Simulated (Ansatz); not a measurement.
Consider the formal exchange of groups at the Si–C bond: `C#CC(=C)[SiH3]` + `CC(O)Cl` → `OC([SiH3])Cl` + `C#CC(=C)C`.

Calculated with Ansatz (gas phase, PBE0-D4/def2-TZVP geometries, no zero-point term in ΔE). CBS: MP2 limit from def2 TZ/QZ plus the TZ coupled-cluster correction, frozen cores. Functionals use def2-TZVPP. B3LYP here is the variant with VWN-RPA as its local correlation; programs differ in this. Each species was taken in one conformer, which may not be the lowest.

```json
{"level": "PBE-D4", "ΔE (kJ/mol)": "24.9", "difference from CCSD(T)/CBS": "-1.8"}
{"level": "PBE0-D4", "ΔE (kJ/mol)": "26.5", "difference from CCSD(T)/CBS": "-0.2"}
{"level": "B3LYP-D4", "ΔE (kJ/mol)": "25.5", "difference from CCSD(T)/CBS": "-1.2"}
{"level": "ωB97X-V", "ΔE (kJ/mol)": "25.7", "difference from CCSD(T)/CBS": "-1.0"}
{"level": "ωB97M-V", "ΔE (kJ/mol)": "25.5", "difference from CCSD(T)/CBS": "-1.2"}
{"level": "B2PLYP", "ΔE (kJ/mol)": "26.6", "difference from CCSD(T)/CBS": "-0.1"}
{"level": "PBE", "ΔE (kJ/mol)": "24.5", "difference from CCSD(T)/CBS": "-2.2"}
{"level": "PBE0", "ΔE (kJ/mol)": "26.1", "difference from CCSD(T)/CBS": "-0.6"}
{"level": "HF/def2-TZVPP", "ΔE (kJ/mol)": "29.2", "difference from CCSD(T)/CBS": "2.5"}
{"level": "MP2/def2-TZVPP", "ΔE (kJ/mol)": "29.0", "difference from CCSD(T)/CBS": "2.3"}
{"level": "SCS-MP2/def2-TZVPP", "ΔE (kJ/mol)": "28.0", "difference from CCSD(T)/CBS": "1.3"}
{"level": "CCSD/def2-TZVPP", "ΔE (kJ/mol)": "27.4", "difference from CCSD(T)/CBS": "0.7"}
{"level": "HF/def2-QZVPP", "ΔE (kJ/mol)": "29.0", "difference from CCSD(T)/CBS": "2.3"}
{"level": "MP2/def2-QZVPP", "ΔE (kJ/mol)": "28.2", "difference from CCSD(T)/CBS": "1.5"}
{"level": "HF/CBS(def2)", "ΔE (kJ/mol)": "29.0", "difference from CCSD(T)/CBS": "2.3"}
{"level": "CCSD/CBS(def2)", "ΔE (kJ/mol)": "26.1", "difference from CCSD(T)/CBS": "-0.6"}
{"level": "CCSD(T)/CBS", "ΔE (kJ/mol)": "26.7", "difference from CCSD(T)/CBS": "0"}
```

Largest T1 diagnostic among the species: 0.013.
